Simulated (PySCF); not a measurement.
C4H4N, SMILES C1=C[N]C=C1, multiplicity 2. Atoms are numbered in the order given.

```xyz
9

C      0.0000    -0.6829     0.9857
C      0.0000    -1.0652    -0.4279
N      0.0000     0.0000    -1.2463
C      0.0000     1.0652    -0.4279
C      0.0000     0.6829     0.9857
H      0.0000    -1.3600     1.8387
H      0.0000    -2.0847    -0.8235
H      0.0000     2.0847    -0.8235
H      0.0000     1.3600     1.8387
```
Charge 0, spin multiplicity 2.

The structure is a stationary point at B3LYP-D3(BJ)/def2-SVP. The isomer is the one that the SMILES or the coordinates give; other isomers of the formula were not compared.

Calculation: B3LYP/pcH-1 (PySCF).

Unrestricted Kohn–Sham, ⟨S²⟩ = 0.765. Hyperfine tensors hold the contact and dipolar terms, without spin-orbit corrections.

### Question
Estimate the hyperfine couplings. (Estimate from the structure and the level; the computed values follow.)

### Answer

```tsv
nucleus	A(iso) (MHz)	A(iso) (G)	dipolar principal values (MHz)
13C no. 1	-6.7	-2.4	-9.3, -7.9, 17.2
13C no. 2	47.6	17.0	-44.5, -41.9, 86.4
14N no. 3	-7.6	-2.7	-10.4, 5.2, 5.3
13C no. 4	47.6	17.0	-44.5, -41.9, 86.4
13C no. 5	-6.7	-2.4	-9.3, -7.9, 17.2
1H no. 6	-9.3	-3.3	-6.4, -3.0, 9.3
1H no. 7	-38.0	-13.5	-20.7, -2.3, 22.9
1H no. 8	-38.0	-13.5	-20.7, -2.3, 22.9
1H no. 9	-9.3	-3.3	-6.4, -3.0, 9.3
```

### Question
And the g tensor (effective nuclear charges for spin-orbit coupling, GIAO)? (The exact figures need the calculation; the answer reports its results.)

### Answer
principal values 2.0020, 2.0024, 2.0028; isotropic 2.0024.
